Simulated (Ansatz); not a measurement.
Computed with Ansatz on PBE0-D4/def2-TZVP structures; ΔE is electronic, products minus reactants. CCSD(T)/CBS adds triple-zeta CCSD(T) − MP2 to the extrapolated MP2 energy (def2 sets, frozen cores). Functionals use def2-TZVPP. B3LYP here is the variant with VWN-RPA as its local correlation; programs differ in this. HSE06 is defined as in plane-wave codes.

Consider the redistribution: `F[SiH]1CS1` + `Cl[SiH]1C[SiH2]1` → `C1[SiH2]S1` + `F[Si]1(Cl)C[SiH2]1`.

`F[SiH]1CS1`:

Z-matrix (Å, degrees):
```
Si
C 1 1.822
S 1 2.060 2 57.9
F 1 1.589 2 119.1 3 -109.5
H 1 1.471 2 123.7 3 108.7
H 2 1.086 1 121.8 3 -103.6
H 2 1.086 1 119.6 3 103.5
```

`Cl[SiH]1C[SiH2]1`:

```xyz
9

Cl    2.204   -0.459    1.750
Si    0.356    0.177    1.129
C    -0.472   -0.853   -0.204
Si   -0.040    0.842   -0.975
H    -0.465    0.557    2.300
H    -1.521   -1.107   -0.067
H     0.090   -1.699   -0.598
H     1.024    0.815   -2.005
H    -1.176    1.726   -1.331
```

`C1[SiH2]S1`:

Cartesian coordinates in Å:
```
C -0.046 -0.921 -0.182
Si -0.005 0.854 0.299
S 0.588 0.144 -1.570
H -0.995 -1.398 -0.408
H 0.701 -1.605 0.209
H 1.031 1.323 1.245
H -1.274 1.604 0.407
```

`F[Si]1(Cl)C[SiH2]1`:

Cartesian coordinates in Å:
```
F -1.573 -1.735 -0.826
Si -0.906 -0.298 -0.685
Cl -1.585 0.877 -2.202
C 0.907 -0.248 -0.328
Si -0.025 0.508 1.199
H 1.552 0.413 -0.904
H 1.400 -1.200 -0.123
H 0.074 -0.278 2.451
H 0.155 1.962 1.418
```

(1) Is it downhill or uphill in electronic energy at CCSD(T)/CBS, and by how much? (Best estimate.)

(2) What do these levels give: PBE-D4, r2SCAN0-D4, HSE06-D4, r2SCAN, B3LYP, HF/CBS(def2)? (Estimate.)

Largest T1 diagnostic among the species: 0.012.

Results:

(1) Computed: Uphill: ΔE = +5.3 kJ/mol.

(2) Computed: PBE-D4 4.4, r2SCAN0-D4 5.8, HSE06-D4 5.2, r2SCAN 5.5, B3LYP 5.5, HF/CBS(def2) 6.5 kJ/mol.

Leaving LDA and LC-ωPBE aside and taking each functional with its dispersion term where it has one, the values, not all of them listed here, spread over 1.8 kJ/mol, from revPBE-D4 to r2SCAN0-D4.
